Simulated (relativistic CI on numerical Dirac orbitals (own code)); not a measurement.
# S V: calculation against measurement

Computed by Dirac-Coulomb-Breit CI, KLI orbitals optimised for each configuration, model QED, valence Slater integrals scaled by 0.85, P86 correlation energy added to each configuration (own radial code, finite nucleus).

Configurations in the expansion (outside the closed core [Ne]): 3s2, 3s 3p, 3p2, 3s 3d, 3d2, 3p 3d, 3p 4s, 3s 4s, 3s 4p, 3s 4d, 3s 4f, 3d 4s, 3s 5s, 3s 5p, 3s 5d, 4s2. Levels of other configurations are missing.

| Configuration | Term (tabulated) | J | Measured (cm⁻¹) | Computed | Error | Purity (%) |
| --- | --- | --- | --- | --- | --- | --- |
| 3s2 | 1S | 0 | 0.0 | 0 | 0 | 97 |
| 3s 3p | 3P° | 0 | 83024.0 | 81648 | -1376 | 100 |
| 3s 3p | 3P° | 1 | 83393.5 | 82007 | -1387 | 100 |
| 3s 3p | 3P° | 2 | 84155.2 | 82750 | -1406 | 100 |
| 3s 3p | 1P° | 1 | 127150.7 | 123787 | -3364 | 97 |
| 3p2 | 1D | 2 | 193739.1 | 194024 | 284 | 76 |
| 3p2 | 3P | 0 | 199967.2 | 199150 | -818 | 99 |
| 3p2 | 3P | 1 | 200370.6 | 199546 | -824 | 99 |
| 3p2 | 3P | 2 | 201146.0 | 200309 | -837 | 99 |
| 3s 3d | 3D | 1 | 234941.5 | 235104 | 163 | 100 |
| 3s 3d | 3D | 2 | 234947.1 | 235103 | 156 | 100 |
| 3s 3d | 3D | 3 | 234956.0 | 235106 | 150 | 100 |
| 3p2 | 1S | 0 | 235350.0 | 232963 | -2387 | 94 |
| 3s 3d | 1D | 2 | 270700.4 | 270901 | 201 | 75 |
| 3s 4s | 3S | 1 | 311595.1 | 312011 | 416 | 100 |
| 3s 4s | 1S | 0 | 320108.0 | 321764 | 1656 | 100 |
| 3p 3d | 3F° | 2 | 323132.6 | 323808 | 675 | 99 |
| 3p 3d | 3F° | 3 | 323547.3 | 324214 | 667 | 99 |
| 3p 3d | 3F° | 4 | 324080.1 | 324734 | 654 | 99 |
| 3p 3d | 1D° | 2 | 328454.3 | 328418 | -37 | 99 |
| 3p 3d | 3P° | 2 | 345338.2 | 344518 | -820 | 96 |
| 3p 3d | 3P° | 1 | 345712.8 | 344896 | -817 | 96 |
| 3p 3d | 3P° | 0 | 345953.0 | 345144 | -809 | 99 |
| 3p 3d | 3D° | 1 | 347841.1 | 346777 | -1064 | 97 |
| 3p 3d | 3D° | 2 | 348010.2 | 346935 | -1075 | 97 |
| 3p 3d | 3D° | 3 | 348131.5 | 347040 | -1092 | 100 |
| 3s 4p | 3P° | 0 | 349122.2 | 348972 | -151 | 99 |
| 3s 4p | 3P° | 1 | 349161.1 | 349063 | -98 | 96 |
| 3s 4p | 3P° | 2 | 349478.3 | 349324 | -154 | 99 |
| 3s 4p | 1P° | 1 | 349534.4 | 349942 | 408 | 90 |
| 3p 3d | 1F° | 3 | 366862.0 | 370017 | 3155 | 88 |
| 3s 4d | 3D | 1 | 396025.5 | 396778 | 752 | 100 |
| 3s 4d | 3D | 2 | 396039.5 | 396779 | 739 | 100 |
| 3s 4d | 3D | 3 | 396060.6 | 396782 | 721 | 100 |
| 3s 4d | 1D | 2 | 397605.2 | 399535 | 1930 | 99 |
| 3s 4f | 3F° | 2 | 410909.6 | 414250 | 3341 | 99 |
| 3s 4f | 3F° | 3 | 410912.1 | 414253 | 3341 | 99 |
| 3s 4f | 3F° | 4 | 410918.1 | 414258 | 3340 | 99 |
| 3s 4f | 1F° | 3 | 417984.9 | 422023 | 4038 | 88 |
| 3p 4s | 3P° | 0 | 420742.2 | 420351 | -391 | 99 |
| 3p 4s | 3P° | 1 | 421056.8 | 420696 | -361 | 98 |
| 3p 4s | 3P° | 2 | 421943.4 | 421544 | -399 | 99 |
| 3p 4s | 1P° | 1 | 424526.0 | 425972 | 1446 | 83 |
| 3s 5p | 3P° | 2 | 445498.1 | 445670 | 172 | 100 |
| 3s 5p | 1P° | 1 | 447925.9 | 450299 | 2373 | 87 |
| 3s 5d | 3D | 1 | 468048.2 | 467305 | -743 | 100 |
| 3s 5d | 3D | 2 | 468076.9 | 467306 | -771 | 100 |
| 3s 5d | 3D | 3 | 468132.1 | 467308 | -824 | 100 |
| 3s 5d | 1D | 2 | 470229.4 | 467883 | -2346 | 98 |

Measured levels from NIST levels in Podobedova, Kelleher and Wiese, J. Phys. Chem. Ref. Data 38, 171 (2009); Martin, Zalubas and Musgrove, J. Phys. Chem. Ref. Data 19, 821 (1990); pairs were made by configuration, J and term (by order where the table uses no LS term), so strongly mixed levels may be paired wrongly.

Mean error by configuration (cm⁻¹): 3s 3p -1883; 3p2 -916; 3s 3d 167; 3s 4s 1036; 3p 3d -51; 3s 4p 1; 3s 4d 1036; 3s 4f 3515; 3p 4s 74; 3s 5p 1273; 3s 5d -1171. Over the excited levels the mean absolute error is 1149 cm⁻¹ (48 of the 69 excited levels that our extract of the source holds in range could be paired, and the others can miss by more), and the median relative error of those above 1,000 cm⁻¹ is 0.22 %.
